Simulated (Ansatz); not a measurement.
Reactions of AlH6NSi, SMILES `[AlH2][NH][SiH3]`.

Calculated with Ansatz (gas phase, PBE0-D4/def2-TZVP geometries, no zero-point term in ΔE). CCSD(T)/CBS adds triple-zeta CCSD(T) − MP2 to the extrapolated MP2 energy (def2 sets, frozen cores). This one scheme is used for every species. Functionals use def2-TZVPP. Elements past krypton have def2 core potentials. For Br, Ge, I, Sn, Te outer-core shells are correlated without core-valence functions, which leaves a few kJ/mol of doubt a bond. Scalar relativity is left out up to krypton. Each species was taken in one conformer, which may not be the lowest.

```tsv
reaction	r2SCAN-D4 (kJ/mol)	MP2/CBS(def2) (kJ/mol)	CCSD/CBS(def2) (kJ/mol)
`[AlH2][NH][SiH3]` + `[SiH3]O[SiH](Br)O[SiH3]` → `[AlH2][NH][SiH2]Br` + `[SiH3]O[SiH2]O[SiH3]`	4	2	2
`[AlH2][NH][SiH3]` + `C#N` → `N#[C][AlH2]` + `N[SiH3]`	38	38	37
`[AlH2][NH][SiH3]` + `O=C(F)F` → `F[SiH2][NH][AlH2]` + `O=CF`	-183	-209	-203
`[AlH2][NH][SiH3]` + `[SH][SnH3]` → `[SiH3][S][SnH3]` + `[NH2][AlH2]`	-15	-17	-11
`[AlH2][NH][SiH3]` + `N[SiH2][AlH][TeH]` → `[SiH3][NH][AlH][TeH]` + `N[SiH2][AlH2]`	12	7	7
`[AlH2][NH][SiH3]` + HI → `[SiH3]I` + `[NH2][AlH2]`	-34	-39	-33
`[AlH2][NH][SiH3]` + `NC[SiH2]N` → `NC[SiH2][NH][AlH2]` + `N[SiH3]`	5	4	4
`[AlH2][NH][SiH3]` + `BB(C)OC` → `CO[B](C)[AlH2]` + `BN[SiH3]`	-15	-11	-12
`[AlH2][NH][SiH3]` + `CC(N)=S` → `CC(=S)[NH][AlH2]` + `N[SiH3]`	20	17	18
`[AlH2][NH][SiH3]` + `F[C@H]1C[C@@H]1[GeH3]` → `F[C@H]1C[C@@H]1[AlH2]` + `[SiH3][NH][GeH3]`	85	87	85
```

Give the CCSD(T)/CBS values in the same order. (An estimate is asked.)

The calculation gave: 3, 38, -202, -13, 8, -33, 4, -15, 17, 86 kJ/mol.

Largest T1 diagnostic: 0.017, for `CC(=S)[NH][AlH2]`.
